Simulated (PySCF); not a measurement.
## Radial density of B²⁺ (boron, charge +2)

UHF, [He] 2s1, 2S determinant. All numbers are calculated (PySCF 2.14, the spin-free X2C one-electron Hamiltonian (Gaussian nucleus), in jorge-DZP-DKH (4s2p1d, 15 functions)).

```csv
r (bohr),4πr²ρ (e/bohr),4πr²(ρα − ρβ)
0.00464,0.01855,0.0007
0.00781,0.05140,0.0019
0.0131,0.1382,0.0051
0.0221,0.3541,0.0129
0.0372,0.8609,0.0308
0.0625,1.890,0.0655
0.105,3.519,0.1140
0.177,4.957,0.1350
0.298,4.431,0.0623
0.500,1.913,-0.0011
0.842,0.5832,0.3281
1.42,0.6824,0.6778
2.38,0.2478,0.2478
4.01,0.009126,0.0091
6.74,3.295e-05,0.0000
```

Densities and radii are taken from the X2C orbitals without a picture-change correction, which distorts them close to the nucleus.
